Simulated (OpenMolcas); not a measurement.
## Br VI: effect of the active space

```json
{
 "Program": "OpenMolcas",
 "Method": "CASSCF",
 "Basis": "ANO-RCC-VDZP",
 "Scalar Hamiltonian": "X2C, point nucleus",
 "Spin-orbit coupling": "RASSI with atomic mean-field integrals over the reference wave functions, term energies averaged over their components"
}
```

A. 2 electrons in 4 orbitals (4s 4p); 2S+1 = 3 even, 3 roots (0 in the spin-orbit step); 2S+1 = 1 even, 6 roots (1 in the spin-orbit step); 2S+1 = 3 odd, 3 roots; 2S+1 = 1 odd, 3 roots; cost about 14 core-seconds
B. 2 electrons in 8 orbitals (4s 4p 5s 5p); 2S+1 = 1 even, 1 root; 2S+1 = 1 odd, 3 roots; 2S+1 = 3 odd, 3 roots kept (CI in the orbitals of an earlier block); cost roughly 12 core-seconds

Energies in eV above 4s² ¹S₀, the measured ground level; measured values from Moore, Atomic Energy Levels, vol. II, NSRDS-NBS 35 (1971 reprint of NBS Circular 467, 1952).

| Level | A | B | Measured |
| --- | --- | --- | --- |
| 4s² ¹S₀ | 0.0000 | 0.0000 | 0.0000 |
| 4s 4p ³P°₀ | 12.9477 | 12.9987 | 12.9335 |
| 4s 4p ³P°₁ | 13.1512 | 13.2032 | 13.1958 |
| 4s 4p ³P°₂ | 13.5966 | 13.6508 | 13.8039 |
| 4s 4p ¹P°₁ | 20.1720 | 20.2189 | 18.7556 |

Deviations, from unrounded energies. A percentage is the sum of absolute deviations over the sum of measured energies, with the sign that they share, or ± where signs differ.

| Against measurement | Levels | A | B |
| --- | --- | --- | --- |
| mean absolute deviation (cm-1) | 4 | 3400 | 3400 |
| other configurations (%) | 4 | ±2.9 | ±2.9 |

A, B lie about equally close to measurement. The largest miss of A in the table is 4s 4p ¹P°₁, by +11000 cm-1. The ranking rests on the paired levels alone, and a cruder setting can come out closer through cancelling errors.

Between A and B the level of the table that moves most is 4s 4p ³P°₂, by 440 cm-1 (lowest in A, highest in B).

The basis is small and was not contracted for so high a charge. Some high roots are left out of the spin-orbit mixing, which shifts the levels that they would mix with (holds for A). Terms from blocks run as CI alone lack orbitals of their own (holds for B). Active for correlation alone: 5p 5s; no level in the range computed is led by a configuration that fills them, so any true level of that kind is missing (holds for B). Computed and measured levels are paired by configuration, term and J; levels that our copy of the source lacks, or whose pairing is in doubt (as where it misses far off the trend of its configuration), stay unpaired and out of the deviations. Only configurations of the active space appear.

° marks odd parity.
